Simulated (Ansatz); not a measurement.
A nudged elastic band was laid between two geometries of CHClNSi (5 atoms, charge 0, multiplicity 2).

Computed with UKS PBE0/def2-SVP (Ansatz 0.2.0).

```json
{"movable images": "5", "climbing image": "yes", "spring": "5.0 eV/Å²", "optimiser": "quadratic models (default)", "start path": "through a guess of the saddle point", "force threshold": "0.05 eV/Å", "iteration limit": "60", "end points": "relaxed"}
```

First end point:

```xyz
5
Properties=species:S:1:pos:R:3
N -1.376 0.134 -1.840
C -0.764 0.004 -0.861
Si 0.105 -0.310 0.736
Cl 2.056 -0.817 0.346
H 0.029 0.916 1.577
```

Last end point:

```xyz
5
Properties=species:S:1:pos:R:3
N -0.645 0.080 -0.973
C -0.636 0.604 0.122
Si 0.058 -1.354 0.214
Cl 2.119 -0.947 -0.054
H -0.846 1.543 0.649
```

Task: What changes between the two ends?

Result: Bonds broken: Si3–H5. Bonds formed: N1–Si3, C2–H5.

Task: What energy profile does the band end with?

Result: The run converged. The highest image is number 3 of 0 to 6, 46.6 kcal/mol above the first end and 26.8 kcal/mol above the last; the last end lies 19.8 kcal/mol above the first. A vibrational analysis at the climbing image gives one clearly imaginary mode, 1332i cm⁻¹: a first-order saddle point.

```json
{"image": "0", "path coordinate (Å)": "0.00", "energy (kcal/mol)": "0.0", "Si3–H5 (Å)": "1.49", "N1–Si3 (Å)": "3.00", "C2–H5 (Å)": "2.72"}
{"image": "1", "path coordinate (Å)": "0.47", "energy (kcal/mol)": "3.8", "Si3–H5 (Å)": "1.48", "N1–Si3 (Å)": "2.97", "C2–H5 (Å)": "2.45"}
{"image": "2", "path coordinate (Å)": "0.94", "energy (kcal/mol)": "19.6", "Si3–H5 (Å)": "1.50", "N1–Si3 (Å)": "2.96", "C2–H5 (Å)": "2.02"}
{"image": "3", "path coordinate (Å)": "1.40", "energy (kcal/mol)": "46.6", "Si3–H5 (Å)": "1.68", "N1–Si3 (Å)": "3.08", "C2–H5 (Å)": "1.50"}
{"image": "4", "path coordinate (Å)": "2.09", "energy (kcal/mol)": "33.5", "Si3–H5 (Å)": "2.36", "N1–Si3 (Å)": "3.00", "C2–H5 (Å)": "1.14"}
{"image": "5", "path coordinate (Å)": "2.78", "energy (kcal/mol)": "25.5", "Si3–H5 (Å)": "2.78", "N1–Si3 (Å)": "2.46", "C2–H5 (Å)": "1.10"}
{"image": "6", "path coordinate (Å)": "3.47", "energy (kcal/mol)": "19.8", "Si3–H5 (Å)": "3.07", "N1–Si3 (Å)": "1.99", "C2–H5 (Å)": "1.10"}
```

Task: What is the geometry of the highest image?

Result: 
```xyz
5
Properties=species:S:1:pos:R:3
N -1.307 0.420 -1.439
C -0.643 -0.014 -0.555
Si 0.172 -0.620 1.049
Cl 2.131 -0.783 0.332
H -0.304 0.923 0.570
```

Task: What are the harmonic wavenumbers there?

Result: 1332i, 120, 319, 359, 528, 532, 563, 1487, 2005 cm⁻¹.

The band took 16 iterations and about 3 core-minutes.

Run time: 92 s on 2 threads of AMD EPYC 9R14 (Zen 4), with other jobs on the host, peak memory 0.2 GiB.
